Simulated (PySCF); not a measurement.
**Two-component Hartree-Fock for Sn⁺ (tin, charge +1)**

Start: [Kr] 4d10 5s1 5p1 6s1; 5s1/2 filled at m_j = +1/2; 5p3/2 filled at m_j = +3/2; 6s1/2 filled at m_j = +1/2. Calculated with PySCF 2.14 in x2c-SVPall-2c with one added diffuse shell each of s, p type (7s9p4d, 54 functions): generalised Hartree-Fock with the X2C-1e Hamiltonian and a Gaussian nucleus; one run each with spin-orbit coupling (SO) switched off, then screened by Boettger's factors. This is a chosen level, not necessarily the ground level.

| spinor shell | electrons | ε, spin-free (eV) | ε, screened SO (eV) | weight of nominal j (screened SO) | rms radius, screened SO (bohr) |
| --- | --- | --- | --- | --- | --- |
| 1s1/2 | 2 | -29356.0 | -29353.4 | 1.000 | 0.0333 |
| 2s1/2 | 2 | -4534.9 | -4534.3 | 1.000 | 0.136 |
| 2p1/2 | 2 | -4066.5 | -4226.8 | 1.000 | 0.118 |
| 2p3/2 | 4 | -4066.5 | -3993.4 | 1.000 | 0.123 |
| 3s1/2 | 2 | -925.73 | -925.60 | 1.000 | 0.361 |
| 3p1/2 | 2 | -768.65 | -798.82 | 1.000 | 0.354 |
| 3p3/2 | 4 | -768.65 | -754.87 | 1.000 | 0.366 |
| 3d3/2 | 4 | -527.20 | -532.42 | 1.000 | 0.340 |
| 3d5/2 | 6 | -527.20 | -523.64 | 1.000 | 0.343 |
| 4s1/2 | 2 | -173.56 | -173.60 | 1.000 | 0.873 |
| 4p1/2 | 2 | -123.70 | -129.12 | 0.999 | 0.931 |
| 4p3/2 | 4 | -123.70 | -121.31 | 1.000 | 0.956 |
| 4d3/2 | 4 | -49.035 | -49.759 | 0.941 | 1.18 |
| 4d5/2 | 6 | -49.035 | -48.649 | 0.961 | 1.18 |
| 5s1/2 | 1 | -26.917 | -26.937 | 0.999 | 2.40 |
| 5p3/2 | 1 | -18.008 | -17.784 | 1.000 | 2.96 |
| 6s1/2 | 1 | -7.454 | -7.469 | 1.000 | 6.08 |

```tsv
quantity	spin-free	screened SO
E (hartree)	-6171.72379	-6173.14334
M_J	5/2	5/2
⟨J²⟩	8.756	8.755
⟨L²⟩	2.004	2.019
⟨S²⟩	3.751	3.766
```

Each row is a mean over spinors that exchange with the open shell spreads, by up to 0.771 eV (4s1/2).

Breit and QED terms are absent; they matter most for the inner s and p1/2 levels.

Densities and radii are taken from the X2C orbitals without a picture-change correction, which distorts them close to the nucleus.

Without spin-orbit coupling the j labels of p, d and f shells carry no meaning; the spin-free column gives the mean over the occupied spinors of each nl shell.
